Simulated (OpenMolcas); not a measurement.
**Cu6+: effect of the level shift or regulariser**

- Program: OpenMolcas 26.06
- Basis: ANO-RCC-VQZP [7s6p4d3f2g1h]
- Scalar Hamiltonian: DKH2, point nucleus
- Active space: 5 electrons in 5 orbitals (3d)
- State averaging: 2S+1 = 6 even, 1 root; 2S+1 = 4 even, 24 roots; 2S+1 = 2 even, 75 roots
- Spin-orbit coupling: state interaction with AMFI integrals over the reference wave functions, term energies averaged over their components

Methods on the same reference wave functions:
A. CASSCF
B. MS-CASPT2, IPEA 0.25 Eh, imaginary shift 0.1 Eh (closed shells correlated: 3s 3p)
C. MS-CASPT2, IPEA 0.25 Eh, real shift 0.2 Eh (closed shells correlated: 3s 3p)

Energies in eV above 3d5 6S 5/2, the measured ground level; measured values from the list in Gamrath, thesis, University of Mons (2023).

```csv
Level,A,B,C,Measured
3d5 6S 5/2,0.0000,0.0000,0.0000,0.0000
3d5 4G 5/2,6.4296,5.914,5.914,
3d5 4G 7/2,6.4424,5.929,5.929,
3d5 4G 11/2,6.4458,5.933,5.934,
3d5 4G 9/2,6.4500,5.938,5.938,
3d5 4P 5/2,7.3691,6.495,6.496,6.2899
3d5 4P 3/2,7.4036,6.531,6.532,6.3315
3d5 4P 1/2,7.4459,6.575,6.576,6.3736
3d5 4D 7/2,7.9841,7.087,7.088,6.9112
3d5 4D 1/2,8.0256,7.131,7.132,6.9691
3d5 4D 3/2,8.0582,7.164,7.165,6.9962
3d5 4D 5/2,8.0645,7.170,7.171,6.9961
3d5 2I 11/2,9.1746,8.651,8.651,8.4008
3d5 2I 13/2,9.2051,8.688,8.688,8.4207
3d5 2D 5/2(1) [61 %],10.2113,9.076,9.077,
3d5 2D 3/2(1),10.3960,9.241,9.242,8.9550
3d5 2F 7/2(1),10.6457,9.560,9.561,9.2254
3d5 4F 9/2,10.7483,9.685,9.686,9.4142
3d5 4F 5/2,10.7723,9.703,9.703,9.4252
3d5 4F 7/2,10.7850,9.719,9.720,9.4661
3d5 4F 3/2,10.8661,9.789,9.790,9.5326
3d5 2H 9/2 [67 %],11.2457,10.323,10.323,10.0076
3d5 2H 11/2,11.3578,10.490,10.491,10.1611
3d5 2G 7/2(1),11.6435,10.554,10.555,10.2591
```

Deviations, from unrounded energies. A percentage is the sum of absolute deviations over the sum of measured energies, with the sign that they share, or ± where signs differ.

```tsv
Against measurement	Levels	A	B	C
mean absolute deviation (cm-1)	18	9400	2000	2000
other terms of the ground configuration (%)	18	+14.0	+2.9	+3.0
```

B, C lie about equally close to measurement and A furthest from it. The largest miss of B in the table is 3d5 2F 7/2(1), by +2700 cm-1. The ranking rests on the paired levels alone, and a cruder setting can come out closer through cancelling errors.

Between B and C the level of the table that moves most is 3d5 2D 3/2(1), by 7.1 cm-1 (lowest in B, highest in C). Moves below CASPT2's spread within the term are not significant.

The two smallest mean deviations differ by little beside CASPT2's spread within terms, so their order carries little weight.

From A to B the spin-free energies of the other terms of 3d5 shown, above 6S, scale by factors of 0.88 to 0.94, as is usual when dynamic correlation screens the repulsion within a d or f shell.

The lowest spin-free term lies below A's lowest term by 0.463 hartree in B, 0.463 hartree in C.

CASPT2 breaks the degeneracy within a term, and the mean is taken; among the terms shown or strongly mixed into the levels shown the widest spread is 520 cm-1 (3d5 4F, B). Some levels mix across a computed gap that differs much from the measured one, so their mixing is not that of the real levels. Without dynamic correlation excited terms often stand tens of per cent too high (terms of higher spin than the ground term too low), and those without a measured partner can miss by more than the paired ones (holds for A). Blocks of more than 70 roots (2S+1 = 2 even) ran without multistate coupling (holds for B; C). Computed and measured levels are paired by configuration, term and J; levels that our copy of the source lacks, or whose pairing is in doubt (as where it misses far off the trend of its configuration), stay unpaired and out of the deviations. Only configurations of the active space appear. The table leaves out levels that lie high or whose names do not pair safely across all columns.

A share in square brackets marks a mixed level and gives the weight of the term that names it, the lowest over the columns. A number in round brackets counts repeated terms of one configuration in the order of the reference energies.
